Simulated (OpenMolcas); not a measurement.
# Pt2+: moving the ligands

Pt2+ with its 8 nearest fluoride ions at 2.284 Å, on the Ca site of CaF2 (a = 5.46294 Å, distance in the model lattice 2.366 Å). The rest of the host is ab initio model potentials to 7.6 Å and point charges beyond; the distance is set by hand and nothing relaxes. Ligand basis ANO-RCC-VDZP.

| Item | Value |
| --- | --- |
| Program | OpenMolcas |
| Method | CASSCF |
| Basis | ANO-RCC-VTZP [8s7p5d3f1g] |
| Scalar Hamiltonian | DKH2, point nucleus |
| Active space | 8 electrons in 5 orbitals (5d) |
| State averaging | 2S+1 = 3 even, 10 roots; 2S+1 = 1 even, 15 roots |
| Spin-orbit coupling | RASSI with atomic mean-field integrals over the reference wave functions |

Runs around this geometry, states (labels of O, the rotations of Oh). Energies in cm-1 above the lowest state or level, χT in cm3 K/mol; under a threefold ground state the first gap can be a small split of the lowest multiplet, not the spin-orbit step; 10Dq and B are least-squares fits to the states below 45000 cm-1, weighted by degeneracy, with a free offset, and given where the rms deviation is under 5 % of |10Dq| (or 100 cm-1) and under 700 cm-1; 10Dq is negative for this site.

| R (Å) | Ground state | First state of that spin | 10Dq | B (rms of fit) | First gap with spin-orbit (degeneracies) | χT at 300 K | First state of another spin |
| --- | --- | --- | --- | --- | --- | --- | --- |
| 2.24 | 3T1 | 3T2 9600 | -10782 | 812 (52) | 2043 (1, 3) | 0.670 | 1T2 11968 |
| 2.284 | 3T1 | 3T2 8541 | -9664 | 814 (48) | 1912 (1, 3) | 0.731 | 1T2 11988 |
| 2.366 | 3T1 | 3T2 6928 | -7943 | 818 (41) | 1682 (1, 3) | 0.858 | 1T2 11998 |

Taking |10Dq| as R^-n, n = -ln(7943 / 10782) / ln(2.366 / 2.24) = 5.6 between the shortest and longest distance. The point-charge formula for a cubic d site gives n = 5.

Without dynamic correlation the repulsion within the d shell is too large (B by tens of per cent), so at a given field states of lower spin stand too high. Real 4d8 and 5d8 ions are as a rule square planar and diamagnetic. With metal d orbitals alone the field can be off either way by tens of per cent. Ligand-to-metal charge-transfer states are missing. With no ligand orbital active B as a rule stays too high, so bands that hang on it stand too high and its fall with covalency is understated. No measured value stands beside these numbers; the geometry was set by hand and not optimised.
